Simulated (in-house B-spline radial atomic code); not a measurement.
## Functionals against ionisation energies along an isoelectronic series: Cr to Ni⁴⁺

Ionisation energies as differences of self-consistent total energies from an all-electron radial atomic-structure program (B-spline basis): all electrons, radial basis limit, scalar-relativistic (one-electron X2C), spin-polarised at highest spin, spherical densities; exact exchange is averaged over the determinants of each configuration. No spin-orbit coupling, Breit or QED terms. NIST's values run from ground level to ground level, so in open shells the differences also hold multiplet and fine-structure energies that spherical high-spin averages miss. Columns give computed minus NIST, in eV; a star marks a semi-empirical value. Species are left out where the tabulated value is theory, is uncertain by more than 0.12 eV, or (13 ions, such as In⁴⁺, Te⁴⁺ and Bi⁴⁺) lies off its series for all methods alike, which flatters the means a little.

```csv
species,shell,NIST (eV),LDA VWN5,PBE0,BHandHLYP,AM05,OLYP
Cr,4s,6.77,+0.83,+0.29,-0.16,+0.62,+0.15
Mn⁺,4s,15.64,?,?,?,?,?
Fe²⁺,3d,30.65 ± 0.01,+1.00,+0.11,-0.15,+0.51,+0.40
Co³⁺,3d,51.27 ± 0.1*,+1.19,+0.38,+0.13,+0.70,+0.64
Ni⁴⁺,3d,76.06 ± 0.06*,+0.90,+0.15,-0.09,+0.41,+0.40
```

(1) What are the differences for Mn⁺ ([Ar] 3d5 4s1)?

(2) How do the methods rank, and which species is hardest?

## Answers

(1) LDA VWN5 +0.88; PBE0 +0.33; BHandHLYP -0.05; AM05 +0.59; OLYP +0.13 eV.

(2) Mean absolute (signed) differences: BHandHLYP 0.12 (-0.07) eV; PBE0 0.25 (+0.25) eV; OLYP 0.34 (+0.34) eV; AM05 0.57 (+0.57) eV; LDA VWN5 0.96 (+0.96) eV. For Cr, which loses a 4s electron, the nearest method is off by +0.15 eV, the largest such miss.
